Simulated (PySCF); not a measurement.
UHF on Cl⁺ (chlorine, charge +1)

Configuration: [Ne] 3s2 3p4, high-spin 3P determinant. All numbers are calculated (PySCF 2.14, the spin-free X2C one-electron Hamiltonian (Gaussian nucleus), in x2c-TZVPall (5s5p2d1f, 37 functions)).

| Property | Result |
| --- | --- |
| Total energy | -460.455614 hartree |
| One-electron energy | -629.1872 hartree |
| Hartree (Coulomb) energy | 196.1281 hartree |
| Exchange energy | -27.3965 hartree |
| ⟨S²⟩ | 2.0107 |
| ⟨L²⟩ | 2.037 |
| Sum of ⟨r⟩ | 13.34 bohr |
| Sum of ⟨r²⟩ | 20.74 bohr² |
| Traceless quadrupole moment −½Σ⟨3z² − r²⟩ along its main axis | -1.45 e·bohr² |
| Langevin diamagnetic susceptibility | -16.4 ×10⁻⁶ cm³/mol |
| Time after the integrals | 0.09 s of wall time on 1 thread of Neoverse-V2 (shared host) |

```tsv
shell	electrons	mean orbital energy (eV)	spread (eV)	rms radius, mean of both spins (bohr)
1s α	1	-2877.5	0	0.105
1s β	1	-2876.8	0	0.105
2s α	1	-303.53	0	0.478
2s β	1	-302.85	0	0.478
2p α	3	-233.01	0.739	0.451
2p β	3	-231.75	0.602	0.451
3s α	1	-43.762	0	1.62
3s β	1	-36.818	0	1.62
3p α	3	-26.354	2.263	1.86
3p β	1	-23.638	0	1.86
```

Densities and radii are taken from the X2C orbitals without a picture-change correction, which distorts them close to the nucleus.
